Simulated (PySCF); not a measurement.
[Fe(SH)4]2-: Fe(II) (d6), charge -2. The structure is a PBE0-D3(BJ)/def2-TZVP, IEF-PCM water geometry optimised for multiplicity 5; coordination tetrahedral, point group C1, metal–donor distances 2.37 Å.

```
9

Fe    0.000    0.000    0.000
S     1.315    1.393    1.402
H     1.727    0.476    2.295
S     1.308   -1.416   -1.387
H     1.780   -0.522   -2.273
S    -1.300   -1.418    1.397
H    -1.662   -2.350    0.497
S    -1.312    1.399   -1.401
H    -1.750    2.285   -0.489
```

Method (PySCF 2.14, density fitting): CASSCF(6,5) with orbitals averaged over all microstates of the shell, strongly contracted NEVPT2 on the averaged canonical orbitals; basis x2c-TZVPall; spin-free X2C; IEF-PCM water; spin-orbit coupling by state interaction with the mean-field operator over all roots.

Task: Which term lies lowest, and with what spin?

Result: 5E-like (S = 2, orbital degeneracy 1), with 3.0 electrons in the lower (e-type) set and 3.0 in the upper (t2-type) set, by NEVPT2.

Task: List the excited states of the same spin.

Result: By NEVPT2: 5E-like at 2282 cm⁻¹; 5T2-like at 4488 cm⁻¹; 5T2-like at 4606 cm⁻¹; 5T2-like at 6297 cm⁻¹ (1588 nm). The strongest, at 4606 cm⁻¹, has f = 7.2e-05.

Task: Which is the lowest state of another spin?

Result: 3T1-like at 16935 cm⁻¹ by NEVPT2; CASSCF alone puts it at 19332 cm⁻¹ above the same ground state.

Task: Give the fitted ligand-field and repulsion parameters.

Result: At CASSCF level (the NEVPT2 levels don't fit a ligand-field model well): orbital energies 0, 1462, 3446, 3533, 4719 cm⁻¹; 10Dq = 3168 cm⁻¹ (difference of the means of the two sets); B = 1083 cm⁻¹; C = 4055 cm⁻¹; B over its free-ion value at the same level 0.916; rms of the fit 124 cm⁻¹; ζ = 389 cm⁻¹ (free ion 412).

Task: What are the magnetic parameters?

Result: The ground multiplet follows a spin Hamiltonian with S = 2, g = 2.041, 2.043, 2.116, D = -6.01 cm⁻¹, E/|D| = 0.02 (spin-orbit part alone); the lowest levels hold 100 % of the spin-free ground state. μeff is 5.10 μB at 300 K and 4.83 μB at 10 K; the spin-only value is 4.90 μB.

NEVPT2 lifts 5T2-like from 3094 to 4488 cm⁻¹; on the d shell alone such lifts tend to overshoot. Gaps between spin states lean to high spin in this active space.

The job took 26 s on one thread of Arm Neoverse V2 (shared host), with 220 basis functions and a peak of 0.87 GiB, launched as `OMP_NUM_THREADS=1 python lf_run.py task.json out`.
